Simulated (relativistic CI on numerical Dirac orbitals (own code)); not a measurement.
**Pm¹⁰⁺: q coefficients and field-shift factors**

Method of calculation: Dirac-Coulomb-Breit CI, separate exchange-only KLI orbitals for each configuration, derivatives by finite differences, unscaled Slater integrals, QED left out (own radial code, finite nucleus).

Configurations in the expansion (outside the closed core [Kr] 4d10): 4f³5s², 4f5s²5p², 4f²5s²5p, 4f³5s5p, 4f⁵, 4f5s²5d², 4f5s²5p6s, 4f²5s²6p. Levels of other configurations are missing.

With x = (α/α₀)² − 1 an excitation energy changes as ω = ω₀ + qx; K = 2q/ω₀ is the relative enhancement. Terms are leading LS components, so labels can repeat. The field-shift factor is F = δν/δ⟨r²⟩ for the transition from the lowest level.

Lowest level 4f²5s²5p ⁴I°9/2.

```csv
Level,ω₀ (cm⁻¹),q (cm⁻¹),K,F (GHz/fm²)
4f³5s² ⁴I°9/2,2363.7,44830,37.9,-6.3
4f³5s² ⁴I°11/2,3963.8,61620,31.1,-8.03
4f²5s²5p ⁴H°7/2,5934.5,-17210,-5.8,2.55
4f³5s² ⁴I°13/2,6734.8,70340,20.9,-8.74
4f²5s²5p ⁴I°11/2,7270.3,-8905,-2.45,1.86
4f²5s²5p ⁴H°9/2,7847.4,-15250,-3.89,2.73
4f³5s² ⁴I°15/2,9481.5,73340,15.5,-8.73
4f²5s²5p ⁴G°5/2,10340.5,-17860,-3.45,2.7
4f²5s²5p ⁴G°11/2,11882.5,-10980,-1.85,2.7
4f²5s²5p ⁴G°7/2,12719.2,-14490,-2.28,2.62
4f²5s²5p ²D°3/2,12855.5,-13240,-2.06,2.13
4f²5s²5p ⁴H°13/2,13357.6,-10710,-1.6,2.69
4f²5s²5p ²G°9/2,14719.3,-6342,-0.862,1.55
4f²5s²5p ²D°5/2,15140.1,-12320,-1.63,2.33
4f²5s²5p ⁴D°7/2,18825.7,-13890,-1.48,2.68
4f²5s²5p ²F°7/2,20464.2,-5393,-0.527,2.04
4f³5s² ²H°9/2,21292.1,46730,4.39,-5.71
4f³5s² ⁴F°3/2,21462.4,62130,5.79,-8.04
4f³5s² ⁴S°3/2,22046.4,62740,5.69,-7.76
4f²5s²5p ²H°9/2,22520.4,23960,2.13,-2.15
4f³5s² ⁴F°5/2,22591.4,63050,5.58,-7.93
4f³5s² ⁴F°7/2,23861.0,60130,5.04,-7.34
4f³5s² ²H°11/2,25152.4,69760,5.55,-8.32
```

At this charge transitions that keep the count of f electrons are usually good to a few per cent. Terms inside the open d or f shell come out 10 to 20 % too wide with unscaled integrals. Levels and lines within the n = 5 or 6 shells can be off by up to 10 % or somewhat more, and those that change n by about 2 %, since core polarisation is missing. Levels that differ in their count of f electrons can be misplaced by several ten thousand cm⁻¹, since the correlation energy of f electrons is missing or only estimated; rates across such gaps can be off by orders of magnitude. The computed lowest level isn't the tabulated ground level, which NIST ASD gives as 4f3 5s2 °; for such ions that label comes from theory and may be the wrong one.
